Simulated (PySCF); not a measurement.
# Deuteron quadrupole couplings in `C=C(CCC)CCC`

Compound: C8H16.
Cartesian coordinates in Å at the GFN2-xTB level; atoms count from 1:
```xyz
24
C8H16 angstrom
C      0.752   -1.713   -1.392
C      0.335   -0.622   -0.768
C     -0.812   -0.669    0.205
C     -2.038    0.102   -0.294
C     -3.221   -0.061    0.651
C      0.982    0.714   -1.015
C      1.648    1.307    0.231
C      2.743    0.402    0.777
H      1.568   -1.691   -2.096
H      0.296   -2.675   -1.230
H     -0.501   -0.254    1.167
H     -1.095   -1.711    0.370
H     -2.310   -0.265   -1.287
H     -1.795    1.163   -0.384
H     -3.503   -1.108    0.734
H     -2.970    0.305    1.645
H     -4.081    0.498    0.288
H      1.736    0.601   -1.797
H      0.228    1.417   -1.379
H      2.077    2.277   -0.032
H      0.898    1.481    1.005
H      2.334   -0.568    1.052
H      3.515    0.243    0.026
H      3.205    0.846    1.656
```

Level: PBE0/pcSseg-1 (PySCF, non-relativistic); Q(2H) = 0.00286 b; rigid geometry, the same for H and D, with no vibrational averaging.

Question: Rank these positions by the coupling χzz of a deuteron there, largest first.
A. H18 (methylene hydrogen)
B. H17 (methyl hydrogen)
C. H9 (vinylic hydrogen)

Answer: C (227 kHz), B (213 kHz), A (204 kHz).

Question: What are Vzz, η and χzz (234.96 MHz × Q × Vzz) at all hydrogens?

Answer: 
| atom | bonded to | bond length (Å) | Vzz (au) | η | χzz (kHz) |
| --- | --- | --- | --- | --- | --- |
| H9 | C1 | 1.077 | 0.3381 | 0.06 | 227 |
| H10 | C1 | 1.077 | 0.3381 | 0.06 | 227 |
| H11 | C3 | 1.093 | 0.3037 | 0.02 | 204 |
| H12 | C3 | 1.092 | 0.3026 | 0.03 | 203 |
| H13 | C4 | 1.092 | 0.3022 | 0.02 | 203 |
| H14 | C4 | 1.092 | 0.3053 | 0.02 | 205 |
| H15 | C5 | 1.088 | 0.3147 | 0.02 | 211 |
| H16 | C5 | 1.088 | 0.3144 | 0.02 | 211 |
| H17 | C5 | 1.088 | 0.3163 | 0.01 | 213 |
| H18 | C6 | 1.092 | 0.3036 | 0.03 | 204 |
| H19 | C6 | 1.093 | 0.3039 | 0.02 | 204 |
| H20 | C7 | 1.093 | 0.3043 | 0.02 | 204 |
| H21 | C7 | 1.091 | 0.3063 | 0.02 | 206 |
| H22 | C8 | 1.087 | 0.3132 | 0.03 | 210 |
| H23 | C8 | 1.088 | 0.3159 | 0.02 | 212 |
| H24 | C8 | 1.088 | 0.3167 | 0.01 | 213 |

Question: How does χzz go with the bond length over the 16 C–H bonds?

Answer: A straight-line fit has a slope of -15.5 kHz for each 0.01 Å, with a correlation coefficient of -0.99, over lengths from 1.077 to 1.093 Å. The longer bonds have the smaller couplings here.

Question: Give the 2H NMR doublet splittings at H20 for a magnetic field along the z, y and x axes of the gradient: 3χ/2, 3χ(1 + η)/4, 3χ(1 − η)/4.

Answer: With |χ| = 204.5 kHz and η = 0.017: 307, 156 and 151 kHz, to first order and without motion.

Isolated species at its GFN2-xTB geometry (one conformer only). GFN2-xTB frequencies show an imaginary mode (20i cm⁻¹), so this geometry is no minimum at that level. GFN2-xTB bond lengths can be off by several hundredths of an ångström, more for odd bonds, and the gradients follow them. With so small a basis the couplings can be 20 % off.
